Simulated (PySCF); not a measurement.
Si(H)(F)(Et)(OH) (C2H7FOSi), SMILES CC[SiH](O)F. Geometry optimised at PBE-D3(BJ)/def2-SVP. The values are those of a single conformer.

Give the equilibrium geometry at PBE-D3(BJ)/def2-SVP (PySCF confirms it by a frequency run) as a Z-matrix. (An estimate is asked for; the answer gives what the named calculation found.)

One answer among several that fit: 
```
C
H 1 1.1124
H 1 1.1133 2 105.22
C 1 1.5358 2 111.07 3 120.12
H 4 1.1089 1 111.95 2 -59.42
H 4 1.1093 5 107.68 1 122.67
H 4 1.1098 5 107.25 6 114.67
Si 1 1.8774 2 107.80 3 -114.78
F 8 1.6438 1 107.10 2 58.43
O 8 1.6719 9 109.92 1 -122.46
H 10 0.9731 8 115.43 9 68.41
H 8 1.4940 9 108.18 10 -114.11
```
Charge 0, spin multiplicity 1.
